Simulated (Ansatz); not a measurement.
Hg3S3. Charge 0, multiplicity 3. Geometry r2SCAN-D4/def2-SVP, that of the charge +1 doublet; atoms count from 1.

Cartesian coordinates in Å:
```
Hg 0.886 0.329 0.880
Hg 1.611 -1.220 3.058
Hg -0.628 1.191 -1.766
S -1.035 -1.644 -0.017
S -1.898 -0.963 -1.675
S 1.063 2.308 -0.480
```

In the def2 sets Hg takes a core potential; there is no spin–orbit coupling. The structure comes from a short search, and lower isomers may exist.

**Question.** Estimate the Mulliken populations from the PBE0/def2-TZVP orbitals of Ansatz.

**Answer.** 
| atom | charge (e) | spin (α − β) | d electrons |
| --- | --- | --- | --- |
| Hg1 | 0.25 | 0.34 | 9.93 |
| Hg2 | 0.03 | 0.31 | 9.97 |
| Hg3 | 0.46 | 0.09 | 9.89 |
| S4 | -0.10 | 0.60 | – |
| S5 | -0.12 | 0.41 | – |
| S6 | -0.52 | 0.25 | – |
Mulliken values depend strongly on the basis.

**Question.** Where does the spin sit?

**Answer.** Summed by element: Hg 0.73, S 1.27, of 2 unpaired in all. Largest on single atoms: S4 0.60, S5 0.41, Hg1 0.34.

**Question.** And the Mayer bond orders between heavy atoms (over 0.3)?

**Answer.** Hg1–Hg2 0.47 (2.77 Å); Hg1–S6 0.82 (2.41 Å); Hg3–S5 0.63 (2.50 Å); Hg3–S6 0.95 (2.40 Å); S4–S5 1.62 (1.99 Å).
